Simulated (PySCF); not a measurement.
C5H15NOSi2.
Structure used (GFN2-xTB), in Å, numbered top down from 1:
```
atom  x, y, z in Å
C1    -4.0298   -0.8775    0.4977
C2    -2.8112   -1.1003    0.0246
N3    -1.7553   -0.2108   -0.0202
Si4   -2.0108    1.4656    0.4126
Si5   -0.2590   -0.8922   -0.5782
O6     0.8295    0.2338   -0.2219
C7     2.1585    0.3729   -0.6454
C8     2.8391    1.3890    0.2684
C9     2.9027   -0.9563   -0.6413
H10   -4.3237    0.0656    0.9213
H11   -4.7736   -1.6532    0.4725
H12   -2.5725   -2.0759   -0.3784
H13   -3.1608    1.9503   -0.3593
H14   -2.2705    1.5570    1.8543
H15   -0.8228    2.2243    0.0503
H16    0.0023   -2.1416    0.1470
H17   -0.3427   -1.1604   -2.0223
H18    2.1409    0.7646   -1.6737
H19    3.8493    1.5894   -0.0778
H20    2.8793    1.0015    1.2832
H21    2.2746    2.3175    0.2757
H22    3.9373   -0.8062   -0.9385
H23    2.8770   -1.3882    0.3555
H24    2.4304   -1.6491   -1.3318
```

Computed at PBE0/pcSseg-1 (PySCF, non-relativistic), with Q(14N) = 0.02044 b, Q(17O) = −0.0256 b: N3, 14N (I = 1): χzz = -3.096 MHz, η = 0.599; O6, 17O (I = 5/2): χzz = -9.973 MHz, η = 0.387.

Q: Find the zero-field quadrupole resonance frequencies of 14N at N3.

A: From ν± = (3/4)|χ|(1 ± η/3) and ν0 = |χ|η/2: ν+ 2.786 MHz, ν− 1.858 MHz, ν0 0.928 MHz (nitrogen bridging silicon atoms).

Q: Find the zero-field quadrupole resonance frequencies of 17O at O6.

A: From the eigenvalues of H = χ/[4I(2I − 1)] × [3Iz² − I(I + 1) + η(Ix² − Iy²)], steps between neighbouring levels, labelled as for η = 0: ±1/2↔±3/2 1.722 MHz, ±3/2↔±5/2 2.910 MHz (silyl ether oxygen).

In a crystal, neighbours and librations shift these lines. One conformer (not necessarily the lowest) at the GFN2-xTB geometry, without solvent, vibrations or thermal averaging. GFN2-xTB bond lengths can be off by several hundredths of an ångström, more for odd bonds, and the gradients follow them. The small basis limits the accuracy of the gradients.

These values come from a run that also computed NMR shieldings. The run took 71 s wall (with the writing of density and orbital grids) on Arm Neoverse V1, one thread (shared host), and the process peaked at 1.1 GiB of memory.
